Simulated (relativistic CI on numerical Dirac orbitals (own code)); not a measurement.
# Radial parameters of Tl XXIII

Computed by Dirac-Coulomb-Breit CI, orbitals from a KLI potential per configuration, QED by a radiative potential, unscaled Slater integrals (own radial code, finite nucleus).

Slater integrals F^k, G^k are unscaled and averaged over j, outside the closed core [Ar] 3d10; ζ comes from projecting the Hamiltonian with its Breit term on Σ l·s of the shell.

- 4s2 4p6 4d10 4f13: ζ(4f) = 10744 cm⁻¹; <r>(4f) = 0.434, <r^2>(4f) = 0.22 (bohr units).
- 4s2 4p6 4d10 4f12 5s: F^2(4f,4f) = 238140, F^4(4f,4f) = 153600, F^6(4f,4f) = 111800, ζ(4f) = 11011, G^3(4f,5s) = 37944 cm⁻¹; <r>(4f) = 0.4299, <r^2>(4f) = 0.2156, <r>(5s) = 0.7687, <r^2>(5s) = 0.6578 (bohr units).
- 4s2 4p6 4d10 4f11 5s2: F^2(4f,4f) = 241050, F^4(4f,4f) = 155620, F^6(4f,4f) = 113310, ζ(4f) = 11281 cm⁻¹; <r>(4f) = 0.4256, <r^2>(4f) = 0.2111 (bohr units).

Averages of the first 10 configurations, taken without configuration mixing, which lowers the lowest level and can move excited configurations by several eV; other configurations of the list can lie among them:

| Configuration | Parity | States | Average energy above the lowest level (eV) |
| --- | --- | --- | --- |
| 4s2 4p6 4d10 4f13 | odd | 14 | 2.1 |
| 4s2 4p6 4d10 4f12 5s | even | 182 | 50.7 |
| 4s2 4p6 4d10 4f11 5s2 | odd | 364 | 108.5 |
| 4s2 4p6 4d10 4f12 5p | odd | 546 | 119.7 |
| 4s2 4p6 4d10 4f11 5s 5p | even | 4368 | 174.6 |
| 4s2 4p6 4d9 4f14 | even | 10 | 281.7 |
| 4s2 4p6 4d10 4f11 5p2 | odd | 5460 | 246.5 |
| 4s2 4p6 4d10 4f11 5s 5d | odd | 7280 | 266.9 |
| 4s2 4p6 4d10 4f12 5d | even | 910 | 209.3 |
| 4s2 4p6 4d9 4f12 5s2 | even | 910 | 385.6 |
